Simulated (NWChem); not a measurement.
Everything below was run with NWChem. System: C$_{4}$H$_{3}$N$_{2}$, charge 0, spin multiplicity 2, displaced from the optimised geometry. The structure started from a generated list of species. Its SCF solution wasn't tested for a lower state. Level: UB3LYP/def2-SVP, VWN1-RPA local correlation.

Input file:

```
start mol
memory heap 200 mb stack 900 mb global 1100 mb
geometry units angstroms nocenter noautoz
  C      0.264309     1.372670     0.000000
  C      1.354510     0.460369     0.000000
  C      0.954059    -0.910886     0.000000
  N     -0.354581    -1.301743     0.000000
  C     -1.291145    -0.326215     0.000000
  N     -0.998350     1.017173     0.000000
  H      2.425227     0.765154     0.000000
  H      1.723071    -1.724243     0.000000
  H     -2.368183    -0.624557     0.000000
  symmetry group Cs
end
basis spherical
  * library def2-svp
end
dft
  xc b3lyp
  odft
  mult 2
  semidirect memsize 60000000 filesize 0
  iterations 100
  convergence energy 1e-4 density 1e-3 gradient 5e-3
end
task dft gradient
```

Part of the output:

```
             Northwest Computational Chemistry Package (NWChem) 7.3.0
             --------------------------------------------------------

                                NWChem Input Module
                                -------------------

 Scaling coordinates for geometry "geometry" by  1.889725989
 (inverse scale =  0.529177249)

 Turning off AUTOSYM since
 SYMMETRY directive was detected!

                             Geometry "geometry" -> ""
                             -------------------------

 Output coordinates in angstroms (scale by  1.889725989 to convert to a.u.)

  No.       Tag          Charge          X              Y              Z
 ---- ---------------- ---------- -------------- -------------- --------------
    1 C                    6.0000     0.26430900     1.37267000     0.00000000
    2 C                    6.0000     1.35451000     0.46036900     0.00000000
    3 C                    6.0000     0.95405900    -0.91088600     0.00000000
    4 N                    7.0000    -0.35458100    -1.30174300     0.00000000
    5 C                    6.0000    -1.29114500    -0.32621500     0.00000000
    6 N                    7.0000    -0.99835000     1.01717300     0.00000000
    7 H                    1.0000     2.42522700     0.76515400     0.00000000
    8 H                    1.0000     1.72307100    -1.72424300     0.00000000
    9 H                    1.0000    -2.36818300    -0.62455700     0.00000000

 Effective nuclear repulsion energy (a.u.)     196.1411332036

            Nuclear Dipole moment (a.u.)
            ----------------------------
        X                 Y               Z
 ---------------- ---------------- ----------------
    -0.0000075589    -0.0000151178     0.0000000000

      Symmetry information
      --------------------

 Group name             Cs
 Group number              2
 Group order               2
 No. of unique centers     9

      Symmetry unique atoms

     1    2    3    4    5    6    7    8    9


 Summary of "ao basis" -> "" (spherical)
 ------------------------------------------------------------------------------
[...]
          AO basis - number of functions:    99
                     number of shells:    45
          Convergence on energy requested:  1.00D-04
          Convergence on density requested:  1.00D-03
          Convergence on gradient requested:  5.00D-03

              XC Information
              --------------
                         B3LYP Method XC Potential
                     Hartree-Fock (Exact) Exchange  0.200
                        Slater Exchange Functional  0.800 local
                    Becke 1988 Exchange Functional  0.720 non-local
              Lee-Yang-Parr Correlation Functional  0.810
                  VWN I RPA Correlation Functional  0.190 local

             Grid Information
             ----------------
          Grid used for XC integration:  medium
          Radial quadrature: Mura-Knowles
          Angular quadrature: Lebedev.
          Tag              B.-S. Rad. Rad. Pts. Rad. Cut. Ang. Pts.
          ---              ---------- --------- --------- ---------
          C                   0.70       49          11.0       434
          N                   0.65       49          10.0       434
          H                   0.35       45          12.0       434
          Grid pruning is: on
          Number of quadrature shells:   429
          Spatial weights used:  Erf1

          Convergence Information
          -----------------------
          Convergence aids based upon iterative change in
          total energy or number of iterations.
          Levelshifting, if invoked, occurs when the
          HOMO/LUMO gap drops below (HL_TOL):  1.00D-02
          DIIS, if invoked, will attempt to extrapolate
          using up to (NFOCK): 10 stored Fock matrices.

                    Damping( 0%)  Levelshifting(0.5)       DIIS
                  --------------- ------------------- ---------------
          dE  on:    start            ASAP                start
          dE off:    2 iters        100 iters           100 iters

      Screening Tolerance Information
      -------------------------------
          Density screening/tol_rho:  1.00D-10
          AO Gaussian exp screening on grid/accAOfunc:   9
          CD Gaussian exp screening on grid/accCDfunc:  20
          XC Gaussian exp screening on grid/accXCfunc:  20
          Schwarz screening/accCoul:  1.00D-08

                            NWChem DFT Gradient Module
                            --------------------------

  charge          =   0.00
  wavefunction    = open shell

  Using symmetry

                         DFT ENERGY GRADIENTS

    atom               coordinates                        gradient
                 x          y          z           x          y          z
   1 C       0.499472   2.593970   0.000000    0.012521   0.025610   0.000000
   2 C       2.559653   0.869971   0.000000    0.011972   0.004682   0.000000
   3 C       1.802910  -1.721325   0.000000    0.010172  -0.007910   0.000000
   4 N      -0.670061  -2.459938   0.000000   -0.004998  -0.025149   0.000000
   5 C      -2.439910  -0.616457   0.000000   -0.015644  -0.002147   0.000000
   6 N      -1.886608   1.922178   0.000000   -0.023369   0.015399   0.000000
   7 H       4.583014   1.445931   0.000000    0.013712   0.003675   0.000000
   8 H       3.256132  -3.258347   0.000000    0.010314  -0.010052   0.000000
   9 H      -4.475217  -1.180242   0.000000   -0.014680  -0.004107   0.000000

                 ----------------------------------------
                 |  Time  |  1-e(secs)   |  2-e(secs)   |
                 ----------------------------------------
                 |  CPU   |       0.01   |       1.40   |
                 ----------------------------------------
                 |  WALL  |       0.01   |       1.40   |
                 ----------------------------------------

 Task  times  cpu:        4.0s     wall:        4.0s

 Total times  cpu:        4.0s     wall:        4.0s
```
